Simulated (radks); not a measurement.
Results of a calculation; reference values are marked as such.
Ionisation of Kr3+, [Ar] 3d10 4s2 4p3, to Kr4+, [Ar] 3d10 4s2 4p2, under several functionals. Scalar-relativistic Kohn-Sham, spin-unpolarised, spherical densities, finite nucleus; a radial shooting solver on a logarithmic mesh with Libxc functionals.

functional	E(Kr3+) (hartree)	Exc (hartree)	IE (eV)	-e(HOMO) (eV)	<r> HOMO (bohr)	IE error (eV)
LDA (Slater exchange, Perdew-Zunger correlation)	-2783.98606	-91.74350	50.074	43.549	1.660	-0.776
B86b exchange with PBE correlation	-2787.88595	-95.69889	49.846	43.354	1.663	-1.004
revPBE	-2787.61069	-95.42129	49.758	43.279	1.663	-1.092
OLYP	-2788.60408	-96.49181	49.787	43.321	1.662	-1.063
exchange-only B88	-2786.24368	-94.03403	48.735	42.230	1.669	-2.115
SCAN	-2788.11185	-95.86292	50.070	43.637	1.658	-0.780
SOGGA	-2785.38493	-93.16352	49.727	43.239	1.661	-1.123
PBEsol	-2785.64183	-93.42227	49.843	43.346	1.661	-1.007

NIST Atomic Spectra Database: 50.9 eV (measured). Closest: LDA (Slater exchange, Perdew-Zunger correlation). The Delta-SCF values span 1.34 eV, the total energies 4.62 hartree. The highest occupied level is 4p. Spin polarisation and multiplet splitting are left out, so open shells lie too high by an amount that depends on their filling.

Beside tabulated values, note that spin-unpolarised runs miss the spin-polarisation part of the exchange energy of open shells.
